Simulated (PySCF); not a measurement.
CHO3, charge -1, singlet, geometry from GFN2-xTB; WB97X-V/aug-cc-pVDZ (PySCF).

PySCF was given this input:
```python
from pyscf import gto, scf, dft

mol = gto.Mole()
mol.atom = '''
    O     1.133934   -0.595474    0.060069
    C    -0.172049    0.046248   -0.010546
    O    -0.117490    1.273465    0.033117
    O    -1.108087   -0.728969   -0.101257
    H     1.765446    0.130336    0.127853
'''
mol.basis = 'aug-cc-pvdz'
mol.charge = -1
mol.spin = 0
mol.verbose = 4
mol.build()

mf = dft.RKS(mol)
mf.xc = 'wb97x_v'
mf.grids.atom_grid = (99, 590)
mf.grids.prune = None
mf.kernel()
```

It wrote (shortened):

```
PySCF version 2.14.0

[INPUT] verbose = 4
[INPUT] num. atoms = 5
[INPUT] num. electrons = 32
[INPUT] charge = -1
[INPUT] spin (= nelec alpha-beta = 2S) = 0
[INPUT] symmetry False subgroup None
[INPUT] Mole.unit = angstrom
[INPUT] Symbol           X                Y                Z      unit          X                Y                Z       unit  Magmom
[INPUT]  1 O      1.133934000000  -0.595474000000   0.060069000000 AA    2.142824703333  -1.125282774299   0.113513958576 Bohr   0.0
[INPUT]  2 C     -0.172049000000   0.046248000000  -0.010546000000 AA   -0.325125490005   0.087396053809  -0.019929051710 Bohr   0.0
[INPUT]  3 O     -0.117490000000   1.273465000000   0.033117000000 AA   -0.222023922375   2.406500079219   0.062582060067 Bohr   0.0
[INPUT]  4 O     -1.108087000000  -0.728969000000  -0.101257000000 AA   -2.093980952191  -1.377551763298  -0.191347998195 Bohr   0.0
[INPUT]  5 H      1.765446000000   0.130336000000   0.127853000000 AA    3.336209427709   0.246299344171   0.241607154204 Bohr   0.0

nuclear repulsion = 113.519557744197
number of shells = 37
number of NR pGTOs = 151
number of NR cGTOs = 101
basis = aug-cc-pvdz
ecp = {}

******** <class 'pyscf.dft.rks.RKS'> ********
method = RKS
initial guess = minao
damping factor = 0
level_shift factor = 0
DIIS = <class 'pyscf.scf.diis.CDIIS'>
diis_start_cycle = 1
diis_space = 8
diis_damp = 0
SCF conv_tol = 1e-09
SCF conv_tol_grad = None
SCF max_cycles = 50
direct_scf = True
direct_scf_tol = 1e-13
XC library pyscf.dft.libxc version 7.1.2
    S. Lehtola, C. Steigemann, M. J. T. Oliveira, and M. A. L. Marques,  SoftwareX 7, 1–5 (2018)
XC functionals = wb97x_v
    N. Mardirossian and M. Head-Gordon,  Phys. Chem. Chem. Phys. 16, 9904–9924 (2014)
radial grids:
    Treutler-Ahlrichs [JCP 102, 346 (1995); DOI:10.1063/1.469408] (M4) radial grids

becke partition: Becke, JCP 88, 2547 (1988); DOI:10.1063/1.454033
pruning grids: None
grids dens level: 3
symmetrized grids: False
atomic radii adjust function: <function treutler_atomic_radii_adjust>
User specified grid scheme (99, 590)
** Following is NLC and NLC Grids **
NLC functional = wb97x_v
radial grids:
    Treutler-Ahlrichs [JCP 102, 346 (1995); DOI:10.1063/1.469408] (M4) radial grids

becke partition: Becke, JCP 88, 2547 (1988); DOI:10.1063/1.454033
pruning grids: <function nwchem_prune>
grids dens level: 3
symmetrized grids: False
atomic radii adjust function: <function treutler_atomic_radii_adjust>
small_rho_cutoff = 0
Set gradient conv threshold to 3.16228e-05
Initial guess from minao.
tot grids = 292056
tot grids = 66176
init E= -264.840119179514
  HOMO = -0.403281937941204  LUMO = 0.0230933370648718  gap/eV = 11.60226
cycle= 1 E= -264.170800981572  delta_E= 0.669  |g|= 1.13  |ddm|= 2.27
  HOMO = 0.0116999937034405  LUMO = 0.153516855622488  gap/eV = 3.85903
cycle= 2 E= -264.154339193539  delta_E= 0.0165  |g|= 1.25  |ddm|= 1.46
  HOMO = -0.13666886962131  LUMO = 0.157986281829007  gap/eV = 8.01798
cycle= 3 E= -264.417254013768  delta_E= -0.263  |g|= 0.0696  |ddm|= 0.717
  HOMO = -0.142202881047467  LUMO = 0.158480061309553  gap/eV = 8.18200
cycle= 4 E= -264.417913760512  delta_E= -0.00066  |g|= 0.0434  |ddm|= 0.064
  HOMO = -0.146515027842542  LUMO = 0.158969494568279  gap/eV = 8.31266
cycle= 5 E= -264.418269564812  delta_E= -0.000356  |g|= 0.00873  |ddm|= 0.0307
  HOMO = -0.146692052565795  LUMO = 0.158807208759073  gap/eV = 8.31306
cycle= 6 E= -264.41828944243  delta_E= -1.99e-05  |g|= 0.00249  |ddm|= 0.0103
  HOMO = -0.147328582901001  LUMO = 0.158816111044939  gap/eV = 8.33062
cycle= 7 E= -264.418291271265  delta_E= -1.83e-06  |g|= 0.00107  |ddm|= 0.0031
  HOMO = -0.147358124508242  LUMO = 0.158812163174563  gap/eV = 8.33132
cycle= 8 E= -264.418291546606  delta_E= -2.75e-07  |g|= 0.000501  |ddm|= 0.00128
  HOMO = -0.147300736051797  LUMO = 0.158810802826777  gap/eV = 8.32972
cycle= 9 E= -264.418291612728  delta_E= -6.61e-08  |g|= 0.000101  |ddm|= 0.000552
  HOMO = -0.147313115723779  LUMO = 0.158809352282157  gap/eV = 8.33002
cycle= 10 E= -264.418291618683  delta_E= -5.95e-09  |g|= 1.84e-05  |ddm|= 0.000232
  HOMO = -0.147311965280156  LUMO = 0.158810206126186  gap/eV = 8.33001
cycle= 11 E= -264.418291618968  delta_E= -2.85e-10  |g|= 5.51e-06  |ddm|= 5.55e-05
  HOMO = -0.147311910031889  LUMO = 0.158810273676911  gap/eV = 8.33001
Extra cycle  E= -264.418291618993  delta_E= -2.5e-11  |g|= 3.46e-06  |ddm|= 1.81e-05
converged SCF energy = -264.418291618993
```
